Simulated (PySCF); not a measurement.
## Partial charges of `CC(C)S(=O)(=O)O`

C₃H₈O₃S.
Z-matrix (Å and degrees, PBE0-D3(BJ)/def2-SVP geometry), rows numbered from 1:
```
C 
C   1  1.5174
C   2  1.5213  1  113.92
S   2  1.8005  1  110.01  3  -120.77
O   4  1.4557  2  109.47  1  -172.64
O   4  1.4472  2  108.78  1    52.28
O   4  1.6314  2  101.23  1   -60.79
H   1  1.1001  2  109.43  3   -60.63
H   1  1.0995  2  110.29  3    58.78
H   1  1.0987  2  111.50  3   179.38
H   2  1.1022  1  111.23  3   125.60
H   3  1.1002  2  110.44  1   -58.11
H   3  1.0987  2  111.32  1  -178.85
H   3  1.0998  2  109.41  1    61.08
H   7  0.9697  4  106.07  2  -114.75
```

Density: PBE0/pcSseg-1 (PySCF); schemes: Mulliken, IAO, Hirshfeld and ESP-fitted. Geometry: PBE0-D3(BJ)/def2-SVP, one conformer, isolated molecule.

Question: Give the atomic charges in each scheme.

Answer: In e; atoms taken as equivalent share a row and are averaged (×n: the atom named and its like, n in all):

```
   atom                 environment  Mulliken     IAO  Hirshfeld  ESP-fitted
  C1/C3               methyl carbon    -0.240  -0.422     -0.116      -0.458
     C2  sp3 carbon bound to sulfur    -0.489  -0.282     -0.026      +0.199
     S4             sulfonyl sulfur    +1.209  +2.107     +0.559      +1.017
  O5/O6             sulfonyl oxygen    -0.526  -0.862     -0.307      -0.508
     O7             hydroxyl oxygen    -0.464  -0.729     -0.206      -0.574
H8 (×6)             methyl hydrogen    +0.141  +0.155     +0.048      +0.138
    H11            methine hydrogen    +0.161  +0.159     +0.049      +0.029
    H15           hydroxyl hydrogen    +0.268  +0.383     +0.184      +0.433
```

Mean size of the charges over all atoms: IAO 0.477 e, ESP-fitted 0.334 e, Mulliken 0.331 e, Hirshfeld 0.144 e. Each set sums to the total charge, 0, to within 0.001 e. The ESP scheme is a least-squares fit of atom-centred charges to the potential on four shells outside the van der Waals surface, with the total charge fixed.

Some averages cover members that differ in this geometry: O5/O6, ESP-fitted -0.540 to -0.476; C1/C3, ESP-fitted -0.483 to -0.434; O5/O6, Mulliken -0.542 to -0.510; H8 (×6), ESP-fitted +0.124 to +0.153 e.

Lowest charge. The schemes don't all agree: Mulliken O5/O6 (-0.526); IAO O5/O6 (-0.862); Hirshfeld O5/O6 (-0.307); ESP-fitted O7 (-0.574).

Highest charge. All schemes agree: Mulliken S4 (+1.209); IAO S4 (+2.107); Hirshfeld S4 (+0.559); ESP-fitted S4 (+1.017).

Question: How closely do the schemes follow one another over all atoms?

Answer: Correlation coefficient and root-mean-square difference: IAO with Hirshfeld 0.99, 0.494 e; Mulliken with IAO 0.98, 0.286 e; Mulliken with Hirshfeld 0.96, 0.245 e; Hirshfeld with ESP-fitted 0.95, 0.234 e; IAO with ESP-fitted 0.93, 0.339 e; Mulliken with ESP-fitted 0.88, 0.211 e.

Question: Sum the charges by element, for elements with more than one atom.

Answer: 
```
element  atoms  Mulliken     IAO  Hirshfeld  ESP-fitted
      C      3    -0.969  -1.127     -0.257      -0.718
      O      3    -1.517  -2.453     -0.821      -1.589
      H      8    +1.277  +1.473     +0.518      +1.290
```
